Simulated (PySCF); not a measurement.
## Dipole polarisabilities along group 6, charge +1

Calculated with PySCF 2.14 for the ground configurations, without spin-orbit coupling: coupled response for Hartree-Fock and DFT. Mean α in bohr³, C₆ of like pairs in atomic units.

| species | α UHF | α PBE | α PBE0 | C₆ UHF | C₆ PBE | C₆ PBE0 |
| --- | --- | --- | --- | --- | --- | --- |
| Cr⁺ [Ar] 3d5 (aug-cc-pVTZ with one added diffuse shell each of s, p, d, f, g type, non-relativistic) | 9.039 | 14.45 | 12.27 | 32.64 | 54.44 | 45.54 |
| Mo⁺ [Kr] 4d5 (aug-cc-pVTZ-PP with one added diffuse shell each of s, p, d, f, g type with ECP28MDF, ECP) | 18.09 | 22.56 | 20.76 | 115.4 | 147.6 | 134.7 |
| W⁺ [Xe] 4f14 5d4 6s1 (aug-cc-pVTZ-PP with one added diffuse shell each of s, p, d, f, g type with ECP60MDF, ECP) | 44.43 | 35.02 | 36.41 | 391.9 | 299.9 | 312.5 |

The values depend on the diffuse functions of the basis.
